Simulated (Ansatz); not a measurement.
Sn₁₁H₁₈, a cluster cut from hexagonal tin. The state is a singlet with charge 0. Geometry PBE-D4/def2-SVP, basis def2-TZVP, Ansatz.

```xyz
29

Sn    1.600    2.983   -0.261
Sn    0.191    1.576   -2.259
Sn    3.261   -1.434   -0.554
Sn    1.169   -1.076   -2.406
Sn   -2.556    1.529   -1.633
Sn   -0.928   -2.900   -1.937
Sn    1.259    1.683    2.214
Sn    2.411   -0.892    2.073
Sn   -1.484    1.558    2.841
Sn   -2.930    0.214    0.832
Sn   -2.102   -2.473    0.584
H     3.288    3.038   -0.670
H     1.039    4.625   -0.165
H     0.427    2.353   -3.801
H     4.545   -0.331   -0.945
H     3.912   -3.041   -0.670
H     1.797   -1.356   -4.007
H    -3.192    3.144   -1.560
H    -3.423    0.688   -2.883
H    -2.150   -2.670   -3.150
H    -0.361   -4.535   -2.083
H     2.078    2.596    3.451
H     3.752   -1.000    3.172
H     1.247   -2.081    2.566
H    -2.103    3.174    3.008
H    -1.709    0.763    4.370
H    -4.624    0.245    1.240
H    -0.953   -2.847    1.831
H    -3.461   -3.533    0.803
```

```json
{"run": "A", "HOMO (eV)": "-6.19", "LUMO (eV)": "-2.38"}
{"run": "B", "HOMO (eV)": "-6.79", "LUMO (eV)": "-1.79"}
{"run": "C", "HOMO (eV)": "-8.67", "LUMO (eV)": "0.01"}
{"run": "D", "HOMO (eV)": "-6.93", "LUMO (eV)": "-1.71"}
{"run": "E", "HOMO (eV)": "-6.61", "LUMO (eV)": "-2.11"}
{"run": "F", "HOMO (eV)": "-5.98", "LUMO (eV)": "-2.58"}
```

In the def2 sets Sn takes a core potential; there is no spin–orbit coupling. B3LYP takes the VWN-RPA correlation. Single mean-field runs in def2-TZVP are fitted with def2-universal-jkfit.

The runs used B3LYP, PBE, PBE0, r2SCAN, r2SCAN0, ωB97X-V. Estimate which is which.

A r2SCAN (0 % exact exchange); B PBE0 (25 % exact exchange); C ωB97X-V (range-separated); D r2SCAN0 (25 % exact exchange); E B3LYP (20 % exact exchange); F PBE (0 % exact exchange). Exact exchange lowers occupied and raises empty levels; among semilocal functionals meta-GGAs tend to open the gap a little, and such runs are hard to tell apart. The gap grows from 3.40 eV (PBE) to 8.67 eV (ωB97X-V).
